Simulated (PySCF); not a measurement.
Record of a relaxation.

Compound: C₂H₇NSi₃.
SMILES with atom numbers: `[N:1]#[C:2][Si@H:3]1[CH2:4][SiH2:5][SiH2:6]1` (hydrogens: H7 on Si3; H8, H9 on C4; H10, H11 on Si5; H12, H13 on Si6)

Method: PySCF, PBE0-D3(BJ)/def2-SVP geometry optimisation, gas phase; density fitting, grid level 1; the optimiser is geomeTRIC in internal coordinates, started from a GFN2-xTB structure with every atom displaced at random (about 0.01 Å). 13 of its 18 geometries are shown. The frame can shift and turn from step to step; on so coarse a grid that alone can change the energy by a few meV, and forces under 0.02 eV/Å are noise.

Step 0: E = -27285.9599 eV, largest atomic force 5.876 eV/Å
```
atom  x, y, z in Å  |  force x, y, z in eV/Å
N1     -3.129    1.009   -1.397   -3.872   1.608  -4.118
C2     -2.400    0.697   -0.606    3.872  -1.417   3.919
Si3    -1.119    0.213    0.641    0.901  -0.769  -0.906
C4     -0.117   -1.311   -0.064   -0.826   0.086   0.318
Si5     1.608   -0.612   -0.448   -0.666   0.036   0.828
Si6     0.897    1.438    0.482   -0.182  -0.109  -0.096
H7     -1.898   -0.080    1.842   -0.116   0.009   0.611
H8     -0.615   -1.729   -0.948   -0.091  -0.063  -0.180
H9     -0.113   -2.123    0.681    0.137  -0.020   0.048
H10     1.911   -0.666   -1.861    0.170   0.174  -0.949
H11     2.651   -1.381    0.248    0.399  -0.068   0.316
H12     0.885    2.646   -0.336   -0.098   0.509  -0.564
H13     1.445    1.880    1.756    0.371   0.022   0.773
```

Step 1: E = -27286.2590 eV, largest atomic force 0.753 eV/Å
```
atom  x, y, z in Å  |  force x, y, z in eV/Å
N1     -2.932    1.322   -1.658    0.465  -0.106   0.490
C2     -2.196    1.000   -0.812   -0.501   0.052  -0.559
Si3    -1.039    0.382    0.499   -0.022  -0.099   0.439
C4     -0.379   -1.352    0.066    0.048  -0.028   0.024
Si5     1.439   -0.895   -0.334    0.062   0.259  -0.165
Si6     1.104    1.350    0.380   -0.014   0.034   0.005
H7     -1.787    0.418    1.796   -0.029   0.052  -0.110
H8     -0.917   -1.829   -0.768    0.033  -0.023  -0.034
H9     -0.454   -2.033    0.936    0.014   0.141  -0.092
H10     1.741   -0.953   -1.801   -0.037  -0.100   0.076
H11     2.469   -1.663    0.432   -0.049  -0.052  -0.025
H12     1.210    2.502   -0.569    0.103  -0.105  -0.028
H13     1.719    1.716    1.696   -0.073  -0.025  -0.022
```

Step 3: E = -27286.2863 eV, largest atomic force 0.142 eV/Å
```
atom  x, y, z in Å  |  force x, y, z in eV/Å
N1     -2.903    1.323   -1.650   -0.065   0.071  -0.097
C2     -2.199    0.976   -0.797    0.080  -0.080   0.086
Si3    -1.052    0.373    0.538    0.025  -0.004   0.004
C4     -0.367   -1.339    0.071   -0.028   0.007  -0.010
Si5     1.439   -0.865   -0.358    0.004   0.006   0.017
Si6     1.093    1.354    0.387   -0.046   0.026  -0.010
H7     -1.823    0.428    1.813   -0.016   0.004   0.003
H8     -0.902   -1.821   -0.761   -0.027  -0.001   0.020
H9     -0.418   -2.019    0.937    0.029  -0.021   0.011
H10     1.706   -0.965   -1.825    0.005   0.001  -0.015
H11     2.453   -1.670    0.388    0.013  -0.004  -0.013
H12     1.253    2.474   -0.586    0.012   0.007  -0.002
H13     1.694    1.717    1.707    0.014  -0.011   0.006
```

Step 4: E = -27286.2883 eV, largest atomic force 0.106 eV/Å
```
atom  x, y, z in Å  |  force x, y, z in eV/Å
N1     -2.886    1.331   -1.654   -0.047   0.048  -0.070
C2     -2.193    0.971   -0.795    0.066  -0.054   0.064
Si3    -1.054    0.368    0.546    0.017   0.005  -0.013
C4     -0.366   -1.342    0.079   -0.019   0.004  -0.007
Si5     1.435   -0.859   -0.367   -0.004  -0.027   0.023
Si6     1.088    1.356    0.389   -0.025   0.021  -0.015
H7     -1.831    0.428    1.818   -0.012   0.000   0.003
H8     -0.908   -1.826   -0.748   -0.022  -0.005   0.018
H9     -0.403   -2.023    0.944    0.025  -0.010   0.009
H10     1.691   -0.960   -1.835    0.001   0.014  -0.011
H11     2.457   -1.667    0.367    0.010   0.003  -0.010
H12     1.253    2.473   -0.586   -0.005   0.014   0.009
H13     1.694    1.715    1.707    0.015  -0.012   0.001
```

Step 6: E = -27286.2950 eV, largest atomic force 0.111 eV/Å
```
atom  x, y, z in Å  |  force x, y, z in eV/Å
N1     -2.786    1.358   -1.683    0.044  -0.064   0.077
C2     -2.154    0.949   -0.799   -0.029   0.069  -0.082
Si3    -1.061    0.346    0.582   -0.011   0.012   0.029
C4     -0.360   -1.358    0.124    0.009  -0.004  -0.039
Si5     1.408   -0.837   -0.415   -0.011  -0.057   0.002
Si6     1.062    1.361    0.396    0.058  -0.019  -0.035
H7     -1.866    0.424    1.836   -0.013  -0.002  -0.015
H8     -0.942   -1.867   -0.661    0.017  -0.029   0.007
H9     -0.325   -2.030    0.998   -0.002   0.044   0.017
H10     1.589   -0.915   -1.897   -0.021   0.031   0.007
H11     2.482   -1.643    0.243   -0.005   0.008   0.003
H12     1.213    2.494   -0.564   -0.035   0.024   0.032
H13     1.715    1.683    1.702   -0.001  -0.012  -0.003
```

Step 7: E = -27286.3015 eV, largest atomic force 0.240 eV/Å
```
atom  x, y, z in Å  |  force x, y, z in eV/Å
N1     -2.638    1.369   -1.730    0.056  -0.152   0.158
C2     -2.088    0.917   -0.812   -0.048   0.174  -0.158
Si3    -1.067    0.323    0.627    0.000  -0.006   0.084
C4     -0.348   -1.376    0.187   -0.006  -0.007  -0.081
Si5     1.359   -0.808   -0.486   -0.003  -0.039  -0.021
Si6     1.038    1.363    0.409    0.099  -0.045  -0.044
H7     -1.916    0.417    1.851   -0.020   0.000  -0.035
H8     -0.974   -1.932   -0.528    0.046  -0.049  -0.003
H9     -0.214   -2.013    1.078   -0.020   0.080   0.031
H10     1.421   -0.843   -1.980   -0.038   0.029   0.021
H11     2.500   -1.609    0.057   -0.012   0.004   0.009
H12     1.147    2.538   -0.504   -0.032   0.019   0.038
H13     1.758    1.620    1.694   -0.022  -0.009   0.004
```

Step 8: E = -27286.3078 eV, largest atomic force 0.292 eV/Å
```
atom  x, y, z in Å  |  force x, y, z in eV/Å
N1     -2.481    1.357   -1.779    0.011  -0.195   0.161
C2     -2.011    0.882   -0.827   -0.030   0.240  -0.164
Si3    -1.070    0.305    0.671    0.029  -0.034   0.111
C4     -0.332   -1.389    0.252   -0.029  -0.013  -0.096
Si5     1.295   -0.778   -0.564    0.018  -0.012  -0.032
Si6     1.022    1.360    0.426    0.095  -0.050  -0.042
H7     -1.971    0.411    1.856   -0.022   0.005  -0.043
H8     -0.991   -2.004   -0.381    0.063  -0.053  -0.012
H9     -0.092   -1.973    1.157   -0.025   0.092   0.036
H10     1.216   -0.760   -2.057   -0.045   0.019   0.031
H11     2.496   -1.571   -0.156   -0.013  -0.001   0.005
H12     1.084    2.587   -0.419   -0.013   0.007   0.030
H13     1.810    1.539    1.684   -0.039  -0.006   0.014
```

Step 10: E = -27286.3306 eV, largest atomic force 0.102 eV/Å
```
atom  x, y, z in Å  |  force x, y, z in eV/Å
N1     -2.458    1.233   -1.825   -0.056  -0.016  -0.059
C2     -1.965    0.856   -0.845    0.055   0.049   0.071
Si3    -1.051    0.319    0.689   -0.050  -0.066  -0.010
C4     -0.309   -1.379    0.293    0.001   0.034  -0.031
Si5     1.239   -0.756   -0.645    0.051   0.070   0.044
Si6     1.054    1.343    0.445   -0.050  -0.002   0.012
H7     -2.004    0.430    1.830    0.001   0.011   0.009
H8     -0.962   -2.077   -0.252    0.000  -0.010   0.023
H9      0.013   -1.860    1.232    0.018  -0.005   0.012
H10     1.002   -0.660   -2.114   -0.007  -0.016  -0.015
H11     2.474   -1.549   -0.366    0.005  -0.022  -0.044
H12     1.076    2.647   -0.277    0.063  -0.016  -0.036
H13     1.866    1.417    1.698   -0.029  -0.009   0.024
```

Step 11: E = -27286.3347 eV, largest atomic force 0.109 eV/Å
```
atom  x, y, z in Å  |  force x, y, z in eV/Å
N1     -2.467    1.203   -1.831   -0.057   0.009  -0.079
C2     -1.964    0.851   -0.847    0.055   0.006   0.094
Si3    -1.052    0.321    0.691   -0.034  -0.036  -0.058
C4     -0.300   -1.373    0.300    0.001   0.024  -0.009
Si5     1.232   -0.746   -0.660    0.045   0.038   0.058
Si6     1.057    1.340    0.450   -0.069   0.015   0.015
H7     -2.013    0.436    1.825    0.014   0.003   0.018
H8     -0.949   -2.090   -0.225   -0.012  -0.009   0.021
H9      0.041   -1.833    1.244    0.017  -0.014   0.004
H10     0.965   -0.641   -2.123   -0.004  -0.004  -0.013
H11     2.470   -1.546   -0.412    0.004  -0.015  -0.043
H12     1.096    2.651   -0.258    0.056  -0.010  -0.028
H13     1.860    1.392    1.711   -0.016  -0.009   0.018
```

Step 13: E = -27286.3416 eV, largest atomic force 0.081 eV/Å
```
atom  x, y, z in Å  |  force x, y, z in eV/Å
N1     -2.526    1.125   -1.841    0.010   0.024   0.009
C2     -1.985    0.832   -0.858   -0.018  -0.056  -0.001
Si3    -1.058    0.326    0.679   -0.007   0.044  -0.068
C4     -0.278   -1.360    0.312    0.009  -0.015   0.013
Si5     1.231   -0.722   -0.679    0.017  -0.043   0.038
Si6     1.057    1.341    0.463   -0.030   0.022  -0.007
H7     -2.018    0.451    1.813    0.024  -0.007   0.021
H8     -0.919   -2.112   -0.172   -0.004   0.005  -0.003
H9      0.096   -1.780    1.263   -0.004   0.001  -0.001
H10     0.915   -0.594   -2.132   -0.008   0.021   0.004
H11     2.468   -1.542   -0.501    0.003   0.005  -0.012
H12     1.173    2.653   -0.235    0.005   0.004   0.009
H13     1.819    1.348    1.750    0.001  -0.004  -0.002
```

Step 14: E = -27286.3429 eV, largest atomic force 0.071 eV/Å
```
atom  x, y, z in Å  |  force x, y, z in eV/Å
N1     -2.558    1.106   -1.841    0.030   0.014   0.039
C2     -2.001    0.820   -0.863   -0.042  -0.043  -0.038
Si3    -1.059    0.327    0.666   -0.008   0.036  -0.015
C4     -0.274   -1.358    0.311    0.018  -0.015   0.011
Si5     1.242   -0.721   -0.671    0.004  -0.027   0.010
Si6     1.053    1.346    0.463    0.015  -0.002  -0.020
H7     -2.006    0.452    1.812    0.011  -0.003   0.006
H8     -0.914   -2.112   -0.173    0.008   0.003  -0.013
H9      0.095   -1.776    1.265   -0.013   0.010   0.004
H10     0.930   -0.584   -2.125   -0.010   0.014   0.006
H11     2.478   -1.542   -0.498    0.001   0.006  -0.001
H12     1.191    2.654   -0.240   -0.009   0.006   0.011
H13     1.800    1.352    1.759   -0.005   0.000   0.000
```

Step 16: E = -27286.3441 eV, largest atomic force 0.038 eV/Å
```
atom  x, y, z in Å  |  force x, y, z in eV/Å
N1     -2.583    1.075   -1.846    0.003   0.001   0.000
C2     -2.020    0.786   -0.873   -0.013  -0.004  -0.001
Si3    -1.061    0.322    0.654    0.001  -0.005   0.026
C4     -0.257   -1.360    0.318    0.010   0.002   0.005
Si5     1.252   -0.714   -0.666   -0.004   0.019  -0.010
Si6     1.043    1.357    0.456    0.028  -0.017  -0.018
H7     -1.994    0.444    1.811   -0.008   0.002  -0.007
H8     -0.888   -2.122   -0.163    0.011  -0.003  -0.008
H9      0.109   -1.763    1.279   -0.008   0.003   0.005
H10     0.923   -0.567   -2.116   -0.003  -0.007   0.001
H11     2.497   -1.525   -0.511    0.002   0.002   0.003
H12     1.182    2.667   -0.241   -0.006   0.002   0.000
H13     1.774    1.364    1.761   -0.012   0.005   0.004
```

Step 17: E = -27286.3442 eV, largest atomic force 0.023 eV/Å
```
atom  x, y, z in Å  |  force x, y, z in eV/Å
N1     -2.594    1.056   -1.847   -0.011  -0.004  -0.016
C2     -2.029    0.767   -0.875    0.007   0.009   0.017
Si3    -1.063    0.317    0.651    0.007  -0.014   0.017
C4     -0.245   -1.360    0.323    0.000   0.006   0.002
Si5     1.257   -0.708   -0.667   -0.005   0.020  -0.007
Si6     1.036    1.364    0.450    0.009  -0.007  -0.007
H7     -1.994    0.437    1.809   -0.009   0.000  -0.006
H8     -0.867   -2.131   -0.156    0.004  -0.003   0.000
H9      0.121   -1.755    1.288    0.001  -0.004   0.002
H10     0.916   -0.562   -2.113    0.002  -0.009  -0.002
H11     2.509   -1.510   -0.518    0.002   0.001   0.002
H12     1.169    2.676   -0.243   -0.003   0.001  -0.003
H13     1.759    1.375    1.761   -0.005   0.004   0.002
```

Q: Summarise the path.

A: The energy falls by 0.3843 eV from step 0 to step 17; nine tenths of that is first reached at step 8. It falls at every step. The largest force goes from 5.876 to 0.023 eV/Å. Among the bonds Si3–C4 changes most, from 1.956 to 1.895 Å; the atoms move by 0.552 Å rms after alignment.

Q: Follow the three bonds and two angles with the largest change from start to end.

A: 
```tsv
step	E above end (eV)	largest force (eV/Å)	Si3–C4 (Å)	Si5–H10 (Å)	N1≡C2 (Å)	Si6–Si5–H10 (°)	Si5–Si6–H13 (°)
0	0.3843	5.876	1.956	1.446	1.119	118.7	119.7
1	0.0852	0.753	1.905	1.499	1.166	111.0	115.9
2	0.0652	0.194	1.903	1.495	1.162	112.3	116.3
3	0.0579	0.142	1.902	1.494	1.160	113.4	116.6
4	0.0559	0.106	1.902	1.494	1.160	113.7	116.5
5	0.0524	0.060	1.900	1.495	1.161	114.0	116.2
6	0.0492	0.111	1.899	1.495	1.162	114.0	115.8
7	0.0427	0.240	1.897	1.495	1.162	113.8	114.6
8	0.0364	0.292	1.895	1.495	1.163	113.6	113.5
9	0.0264	0.233	1.894	1.494	1.162	113.1	112.8
10	0.0136	0.102	1.895	1.491	1.160	112.5	112.7
11	0.0095	0.109	1.895	1.491	1.160	112.6	112.7
12	0.0042	0.107	1.894	1.492	1.160	112.6	112.8
13	0.0026	0.081	1.893	1.492	1.161	112.3	112.5
14	0.0013	0.071	1.893	1.493	1.161	111.7	112.3
15	0.0006	0.049	1.893	1.493	1.161	111.2	112.1
16	0.0002	0.038	1.894	1.493	1.161	110.8	112.0
17	0.0000	0.023	1.895	1.493	1.160	110.5	112.1
```

What follows is the cost of the whole optimisation. Time: 2.4 min wall; peak memory 0.52 GiB. Hardware: Arm Neoverse V1, one thread, no GPU, shared host.
